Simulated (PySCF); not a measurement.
Species: C5H10F2OSi.
Cartesian coordinates in Å at the PBE0-D3(BJ)/def2-SVP level; atoms count from 1:
```xyz
19
C5H10F2OSi angstrom
C     -2.925   -0.450   -0.654
C     -1.718   -0.870   -0.274
C     -0.983   -0.380    0.935
C      0.369    0.245    0.604
O      1.156   -0.684   -0.083
Si     2.822   -0.644   -0.268
C      0.225    1.505   -0.232
F     -0.478    2.430    0.456
F      1.461    2.015   -0.472
H     -3.412   -0.851   -1.547
H     -3.476    0.305   -0.083
H     -1.192   -1.624   -0.871
H     -1.587    0.353    1.491
H     -0.781   -1.227    1.612
H      0.859    0.564    1.546
H      3.433    0.043    0.910
H      3.260   -2.068   -0.316
H      3.231    0.034   -1.530
H     -0.270    1.323   -1.201
```

Computed with PySCF at PBE0/pcSseg-1, non-relativistic, on one gas-phase PBE0-D3(BJ)/def2-SVP geometry that isn't relaxed in the solvent. The solvent is an IEF-PCM continuum (van der Waals radii × 1.2). Specific hydrogen bonds and non-electrostatic terms are outside this model.

Gas phase at PBE0/pcSseg-1: HOMO -7.65 eV, LUMO -0.01 eV, dipole 1.02 D.

Problem. What does the continuum do to the energy, the frontier levels and the dipole at PBE0/pcSseg-1 in tetrahydrofuran and methanol?

Solution. 
| solvent | ε | E(solvent) − E(gas) (kcal/mol) | polarisation term (kcal/mol) | distortion of the solute (kcal/mol) | HOMO (eV) | LUMO (eV) | dipole (D) |
| --- | --- | --- | --- | --- | --- | --- | --- |
| tetrahydrofuran | 7.426 | -2.94 | -3.13 | 0.19 | -7.53 | 0.12 | 1.14 |
| methanol | 32.61 | -3.51 | -3.78 | 0.27 | -7.52 | 0.13 | 1.15 |

The polarisation term is half the interaction of the solute with the surface charges that it induces; the rest is the cost of distorting the solute's density. The sum is the electrostatic part of solvation alone. From tetrahydrofuran to methanol the lowering changes by a factor 1.19, Onsager's factor (ε − 1)/(2ε + 1) by 1.18 and ε itself by 4.4.

Problem. Which radius a makes the point-dipole formula ΔE = −[(ε − 1)/(2ε + 1)]·μ²/a³ give the value in methanol, with the gas-phase dipole?

Solution. μ = 0.403 au and |ΔE| = 0.00559 Eh give a = 1.27 Å; the farthest nucleus lies 3.87 Å from the centroid of the nuclei, so such a sphere wouldn't even hold the nuclei. The formula assumes a rigid point dipole at the centre of a sphere.

Problem. Give the dipole vector in the frame of the coordinates (D, pointing from negative to positive charge), gas and methanol.

Solution. Gas (-0.37, -0.92, 0.26), solvent (-0.42, -0.97, 0.46). Its length changes by +13 % and its direction by 9°.

Problem. Which IAO charges (PBE0/pcSseg-1) respond most in methanol (means over atoms taken as equivalent)?

Solution. 
```json
{"atoms": "H15", "environment": "methine hydrogen", "gas (e)": "+0.130", "solvent (e)": "+0.141", "change": "+0.011"}
{"atoms": "C1", "environment": "terminal =CH2 carbon", "gas (e)": "-0.315", "solvent (e)": "-0.326", "change": "-0.011"}
{"atoms": "H19", "environment": "methine hydrogen", "gas (e)": "+0.148", "solvent (e)": "+0.159", "change": "+0.011"}
{"atoms": "F9", "environment": "fluorine of a CF2 group", "gas (e)": "-0.300", "solvent (e)": "-0.307", "change": "-0.007"}
{"atoms": "F8", "environment": "fluorine of a CF2 group", "gas (e)": "-0.301", "solvent (e)": "-0.308", "change": "-0.007"}
{"atoms": "O5", "environment": "silyl ether oxygen", "gas (e)": "-0.638", "solvent (e)": "-0.645", "change": "-0.007"}
{"atoms": "H14", "environment": "methylene hydrogen", "gas (e)": "+0.157", "solvent (e)": "+0.163", "change": "+0.006"}
{"atoms": "H11", "environment": "vinylic hydrogen", "gas (e)": "+0.142", "solvent (e)": "+0.147", "change": "+0.005"}
{"atoms": "H13", "environment": "methylene hydrogen", "gas (e)": "+0.148", "solvent (e)": "+0.153", "change": "+0.005"}
{"atoms": "H10", "environment": "vinylic hydrogen", "gas (e)": "+0.150", "solvent (e)": "+0.155", "change": "+0.005"}
{"atoms": "C2", "environment": "alkene CH carbon", "gas (e)": "-0.137", "solvent (e)": "-0.141", "change": "-0.004"}
{"atoms": "C3", "environment": "allylic carbon", "gas (e)": "-0.268", "solvent (e)": "-0.272", "change": "-0.004"}
```

Problem. Which Mayer bond orders change most in methanol?

Solution. 
```
  bond  length (Å)    gas  solvent  change
 C4–O5       1.398  0.870    0.859  -0.011
 C7–F9       1.358  0.923    0.913  -0.010
 C7–F8       1.350  0.956    0.947  -0.009
 C2–C3       1.497  1.018    1.012  -0.006
 C3–C4       1.526  1.028    1.033  +0.005
 C4–C7       1.519  0.968    0.972  +0.004
C4–H15       1.109  0.927    0.923  -0.004
C3–H14       1.103  0.931    0.928  -0.003
```

Problem. How do the nuclear quadrupole coupling constants eQVzz/h respond in methanol?

Solution. 
```tsv
nucleus	Q (barn)	gas (MHz)	solvent (MHz)	η gas	η solvent
17O at O5	-0.0256	-10.59	-10.51	0.41	0.41
```

On one thread of an Intel Xeon at 2.50 GHz, shared host with 64 logical CPUs at a one-minute load of 59, this took 1.7 min wall and 1.2 GiB of memory at its peak. This is the whole shielding run at PBE0/pcSseg-1 in methanol, SCF included.
